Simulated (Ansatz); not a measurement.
Consider the ligand exchange at the Al–N bond: `C[NH][Al]([F])[Br]` + HCl → `[F][Al]([Cl])[Br]` + CH₃NH₂.

Gas-phase electronic energies from Ansatz, PBE0-D4/def2-TZVP geometries. CBS: MP2 limit from def2 TZ/QZ plus the TZ coupled-cluster correction, frozen cores. This one scheme is used for every species. DFT in def2-TZVPP. For Br outer-core shells are correlated without core-valence functions, which leaves a few kJ/mol of doubt a bond. Scalar relativity is left out up to krypton. Each species was taken in one conformer, which may not be the lowest.

```json
{"level": "BHLYP", "ΔE (kJ/mol)": "-63.3"}
{"level": "MP2/def2-SVP", "ΔE (kJ/mol)": "-59.4"}
{"level": "CCSD/def2-SVP", "ΔE (kJ/mol)": "-59.4"}
{"level": "SCS-MP2/def2-QZVPP", "ΔE (kJ/mol)": "-59.8"}
```

(1) What does CCSD(T)/CBS give? (Estimate.)

Largest T1 diagnostic among the species: 0.010.

## Answers

(1) Computed: -60.6 kJ/mol. The listed levels differ from it by -2.7, 1.2, 1.2, 0.8 kJ/mol.

From BLYP to BHLYP (50 % exact exchange), in def2-TZVPP and without D4, ΔE moves by −4.0 kJ/mol. In def2-TZVPP, CCSD(T) changes the Hartree–Fock value by +13.6 kJ/mol (the triples alone add +0.9 kJ/mol) and MP2 by +12.0 kJ/mol.
